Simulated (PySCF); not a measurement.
Correlation energy of O⁺ (oxygen, charge +1)

[He] 2s1 2p3 3d1, high-spin 6D determinant (an excited configuration). All numbers are calculated (PySCF 2.14, the non-relativistic Hamiltonian (point nucleus), in aug-cc-pwCVTZ). Frozen: 1s2; 5 electrons correlated.

| level | correlation energy (mhartree) |
| --- | --- |
| CCSD | -41.75 |
| (T) | -0.24 |
| CCSD(T) | -41.99 |

Diagnostics: T1 = 0.0019, D1 = 0.0041, largest double amplitude 0.015.

The outer electron is Rydberg-like, and this basis confines it to a smaller radius and binds it less than a complete one would.

Cost of the coupled-cluster step: about 4 core-seconds, for 5 correlated electrons.

Iterations:

```
CC2 = 0
CCSD nocc = (np.int64(5), np.int64(0)), nmo = (58, 58)
frozen orbitals [[0], [0]]
max_cycle = 100
direct = 0
conv_tol = 1e-08
conv_tol_normt = 1e-06
diis_space = 8
diis_start_cycle = 0
Init t2, MP2 energy = -0.0359452872135359
Init E_corr(UCCSD) = -0.0359452872136285
cycle = 1  E_corr(UCCSD) = -0.0407773461650563  dE = -0.00483205895  norm(t1,t2) = 0.0126331
cycle = 2  E_corr(UCCSD) = -0.0415593890936242  dE = -0.000782042929  norm(t1,t2) = 0.00307193
cycle = 3  E_corr(UCCSD) = -0.0417639385071754  dE = -0.000204549414  norm(t1,t2) = 0.00096215
cycle = 4  E_corr(UCCSD) = -0.0417477477299933  dE = 1.61907772e-05  norm(t1,t2) = 0.000125938
cycle = 5  E_corr(UCCSD) = -0.0417485596871797  dE = -8.11957186e-07  norm(t1,t2) = 2.12404e-05
cycle = 6  E_corr(UCCSD) = -0.0417485629126473  dE = -3.22546762e-09  norm(t1,t2) = 1.95258e-06
cycle = 7  E_corr(UCCSD) = -0.0417485649306112  dE = -2.01796385e-09  norm(t1,t2) = 2.42887e-07
UCCSD converged
E(UCCSD) = -73.03552069184533  E_corr = -0.04174856493061119
UCCSD(T) correction = -0.00023517189725861
```
